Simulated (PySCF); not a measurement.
Job file and geometry (Å, from GFN2-xTB) of an NMR shielding run on `InChI=1S/C6H10ClFSi/c7-4-3-5-1-2-6(8)9-5/h1-2,5-6H,3-4,9H2/t5-,6-/m0/s1`, PySCF 2.14.0, density-fitted response routines, GIAO PBE0/pcSseg-1 NMR shielding, non-relativistic, gas phase; density fitting, a coarse starting grid and PySCF grid level 2 are the driver's defaults:

```
$ OMP_NUM_THREADS=1 python probes_run.py task.json out

{"job": {"kind": "nmr", "xc": "PBE0", "basis": "pcSseg-1"}, "charge": 0, "multiplicity": 1}
F      2.572374     1.016493     1.914768
C      1.343525     0.513294     1.491042
C      1.545506    -0.763674     0.732476
C      0.988857    -0.884445    -0.461280
C      0.169506     0.247459    -1.016058
C     -1.286042    -0.177673    -1.256489
C     -1.897727    -0.959333    -0.107183
Cl    -1.933695     0.001023     1.388977
Si     0.490799     1.680588     0.221937
H      0.785477     0.331750     2.416169
H      2.156828    -1.531867     1.182693
H      1.085441    -1.783841    -1.054795
H      0.571675     0.515207    -1.998994
H     -1.335251    -0.831315    -2.133535
H     -1.891535     0.706359    -1.463661
H     -2.928996    -1.234437    -0.328715
H     -1.315337    -1.853605     0.114390
H     -0.650067     2.454508     0.690032
H      1.518858     2.562761    -0.339237
```

Q: What does the program print?

A: 
```
coarse grid: 17056 points
cycle   1  E = -1083.3249535793  dE =  1.079e+00  |g| = 5.288e-01  |ddm| = 3.961e+00
cycle   2  E = -1083.3071158670  dE =  1.784e-02  |g| = 6.675e-01  |ddm| = 9.800e-01
cycle   3  E = -1083.3818713041  dE = -7.476e-02  |g| = 6.999e-02  |ddm| = 5.325e-01
cycle   4  E = -1083.3825461949  dE = -6.749e-04  |g| = 3.520e-02  |ddm| = 8.541e-02
cycle   5  E = -1083.3828111478  dE = -2.650e-04  |g| = 8.673e-03  |ddm| = 3.750e-02
cycle   6  E = -1083.3828261098  dE = -1.496e-05  |g| = 3.669e-03  |ddm| = 1.008e-02
cycle   7  E = -1083.3828292364  dE = -3.127e-06  |g| = 9.661e-04  |ddm| = 3.825e-03
final grid: 156248 points
cycle   8  E = -1083.4426001511  dE = -4.860e-05  |g| = 9.586e-03  |ddm| = 3.897e-02
cycle   9  E = -1083.4425805521  dE =  1.960e-05  |g| = 1.336e-02  |ddm| = 2.086e-02
cycle  10  E = -1083.4426219395  dE = -4.139e-05  |g| = 1.430e-03  |ddm| = 1.275e-02
cycle  11  E = -1083.4426222886  dE = -3.492e-07  |g| = 4.721e-04  |ddm| = 1.657e-03
cycle  12  E = -1083.4426223377  dE = -4.911e-08  |g| = 1.422e-04  |ddm| = 4.990e-04
cycle  13  E = -1083.4426223420  dE = -4.268e-09  |g| = 4.856e-05  |ddm| = 1.401e-04
cycle  14  E = -1083.4426223425  dE = -4.748e-10  |g| = 8.848e-06  |ddm| = 5.039e-05
converged SCF energy = -1083.4426223425

GIAO shielding tensors (ppm)
atom      isotropic    diamagn.    paramagn.     s11        s22        s33       span
  0 F      412.544     470.587     -58.043    374.772    418.886    443.975     69.203
  1 C       90.640     249.930    -159.290     46.117     78.477    147.326    101.209
  2 C       40.306     254.213    -213.908    -68.546     54.673    134.791    203.337
  3 C       44.647     256.119    -211.472    -60.465     53.399    141.009    201.474
  4 C      157.082     250.123     -93.041    140.210    154.530    176.506     36.297
  5 C      152.932     246.116     -93.183    144.350    153.291    161.157     16.806
  6 C      135.647     247.538    -111.892    103.511    132.166    171.264     67.753
  7 Cl     872.758    1148.210    -275.453    751.701    856.175   1010.397    258.696
  8 Si     375.310     878.512    -503.202    339.108    367.245    419.577     80.470
  9 H       25.439      29.756      -4.317     20.780     25.532     30.006      9.225
 10 H       25.060      30.520      -5.460     23.878     24.480     26.822      2.944
 11 H       25.852      32.112      -6.260     24.009     26.098     27.447      3.438
 12 H       29.149      31.111      -1.962     24.765     26.967     35.716     10.951
 13 H       29.738      29.956      -0.218     24.121     27.949     37.143     13.022
 14 H       29.642      29.867      -0.225     26.076     27.358     35.491      9.415
 15 H       28.076      28.164      -0.088     21.381     27.070     35.777     14.397
 16 H       28.145      29.981      -1.835     24.278     26.505     33.653      9.375
 17 H       26.895      28.720      -1.825     22.541     27.530     30.614      8.072
 18 H       27.347      28.469      -1.122     24.110     24.698     33.233      9.123
```

Q: Turn these shieldings into chemical shifts. Chemical shifts δ = σref − σ; ¹⁹F (σ = 170.95 ppm) against CFCl3; TMS for ¹³C (σ = 186.93 ppm) and ²⁹Si (σ = 349.16 ppm) and ¹H (σ = 31.72 ppm); ³⁵Cl (σ = 949.78 ppm) against HCl, all at this level.

A: Averaging equivalent atoms: F 0: -241.6; C 2: 146.6; C 3: 142.3; C 1: 96.3; C 6: 51.3; C 5: 34.0; C 4: 29.8; Cl 7: 77; Si 8: -26.2; H 10: 6.66; H 9: 6.28; H 11: 5.87; H 17: 4.82; H 18: 4.37; H 15: 3.64; H 16: 3.57; H 12: 2.57; H 14: 2.08; H 13: 1.98 ppm. Unscaled 19F shifts against computed CFCl3 carry errors that often reach 10 to 50 ppm.

Size and cost of the density-fitted run: 217 basis functions, 52 s wall time on 1 thread of an Arm Neoverse V1, shared host; peak memory 0.98 GiB.
